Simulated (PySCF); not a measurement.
## Kr³⁴⁺: ionisation energy

Kr³⁴⁺ 1s2 → Kr³⁵⁺ 1s1 [1s1/2^1, M_J = 1/2], as a difference of total energies. All numbers are calculated (PySCF 2.14, the two-component X2C-1e Hamiltonian, in an uncontracted even-tempered set (15 s from 56 bohr⁻², ratio 2.4; 10 p from 73 bohr⁻², ratio 2.4; 3 d from 230 bohr⁻², ratio 2.6; 3 f from 340 bohr⁻², ratio 2.6)). Correlated levels: nothing frozen; the 32 highest virtual spinors dropped. "Screened" scales the spin-orbit matrix elements by Boettger's factors to mimic the two-electron term; Breit and QED terms are absent.

```csv
method,ionisation energy (eV)
GHF (screened spin-orbit),17314.3
GMP2 (screened spin-orbit),17315.7
```

For this ion Breit and QED terms and the two-electron picture change, all absent here, outweigh the correlation shift from GHF to GMP2.

For comparison: 17296.4 eV (theoretical estimate listed by NIST; NIST Atomic Spectra Database, ionization energies).
